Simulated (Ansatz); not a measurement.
Program: Ansatz. Geometries: PBE0-D4/def2-TZVP. ΔE: electronic, gas phase. CCSD(T)/CBS adds triple-zeta CCSD(T) − MP2 to the extrapolated MP2 energy (def2 sets, frozen cores). This one scheme is used for every species. Functionals use def2-TZVPP. B3LYP here is the variant with VWN-RPA as its local correlation; programs differ in this. Each species was taken in one conformer, which may not be the lowest.

Reaction (cleavage of the Si–Si bond): `N[SiH]([SiH3])S` + CH₃NH₂ → `CN[SiH](N)S` + SiH₄

`N[SiH]([SiH3])S`:

Cartesian coordinates in Å:
```
N -0.455 -1.377 1.280
Si 0.350 -0.005 0.646
Si 0.132 0.063 -1.682
S -0.504 1.817 1.435
H -1.423 -1.552 1.062
H -0.215 -1.727 2.194
H 1.769 -0.120 1.077
H 0.595 1.385 -2.189
H -1.302 -0.103 -2.045
H 0.922 -1.007 -2.349
H 0.131 2.626 0.571
```

CH₃NH₂:

Cartesian coordinates in Å:
```
C -0.172 -0.201 -0.503
N 0.069 0.562 0.710
H 0.375 -1.152 -0.578
H 0.096 0.406 -1.371
H -1.238 -0.422 -0.586
H 1.052 0.787 0.801
H -0.182 0.020 1.527
```

`CN[SiH](N)S`:

Z-matrix (Å, degrees):
```
C
N 1 1.447
H 1 1.094 2 111.1
H 1 1.097 2 113.3 3 122.0
H 1 1.093 2 109.4 3 -118.1
Si 2 1.705 1 124.0 3 148.2
H 2 1.009 1 113.5 3 -59.6
S 6 2.154 2 119.6 1 81.6
N 6 1.704 2 106.0 1 -163.6
H 6 1.489 2 104.4 1 -35.8
H 8 1.342 6 93.8 2 -94.5
H 9 1.007 6 120.7 2 46.6
H 9 1.006 6 120.8 2 -162.4
```

SiH₄:

Z-matrix (Å, degrees):
```
Si
H 1 1.485
H 1 1.485 2 109.5
H 1 1.485 2 109.5 3 -120.0
H 1 1.485 2 109.5 3 120.0
```

```
             level  ΔE (kJ/mol)  difference from CCSD(T)/CBS
            PBE-D4        -58.6                         18.5
         r2SCAN-D4        -73.1                          4.0
           PBE0-D4        -64.1                         13.0
          B3LYP-D4        -75.4                          1.7
           ωB97X-V        -75.4                          1.7
           ωB97M-V        -81.8                         -4.7
            B2PLYP        -79.4                         -2.3
               PBE        -57.3                         19.8
            r2SCAN        -72.5                          4.6
              PBE0        -63.2                         13.9
             B3LYP        -73.7                          3.4
     HF/def2-TZVPP        -87.5                        -10.4
    MP2/def2-TZVPP        -86.3                         -9.2
SCS-MP2/def2-TZVPP        -86.5                         -9.4
   CCSD/def2-TZVPP        -80.0                         -2.9
CCSD(T)/def2-TZVPP        -78.9                         -1.8
     HF/def2-QZVPP        -88.4                        -11.3
    MP2/def2-QZVPP        -85.5                         -8.4
SCS-MP2/def2-QZVPP        -85.6                         -8.5
      HF/CBS(def2)        -88.5                        -11.4
     MP2/CBS(def2)        -84.4                         -7.3
    CCSD/CBS(def2)        -78.2                         -1.1
       CCSD(T)/CBS        -77.1                            0
```

Largest T1 diagnostic among the species: 0.012.

From PBE to PBE0 (25 % exact exchange), in def2-TZVPP and without D4, ΔE moves by −5.9 kJ/mol.
